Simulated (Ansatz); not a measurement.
Molecule: SeBr₂, net charge -1, doublet state. 
Structure (B3LYP-D3(BJ)/def2-TZVP (Ansatz, a quantum-chemistry and plane-wave program) minimum search):
```
Se
Br 1 2.5979
Br 1 2.5979 2 157.40
```
Charge -1, spin multiplicity 2.

Basis-set convergence of Hartree-Fock and MP2 correlation energies (hartree) with Ansatz. Valence correlation only, unless marked. UHF or UKS for open shells. Spin-orbit coupling is left out. Frozen are the shells of the preceding noble gas and the d and f shells that filled before the atom's block. No relativistic terms.

```csv
basis,functions,E(HF),"E(corr, MP2)"
aug-cc-pVDZ,108,-7544.68912,-0.36533
aug-cc-pVTZ,177,…,…
```

**Question.** Fill in the missing entries.

**Answer.** 
- aug-cc-pVTZ, E(HF): -7544.91013
- aug-cc-pVTZ, E(corr, MP2): -0.48421
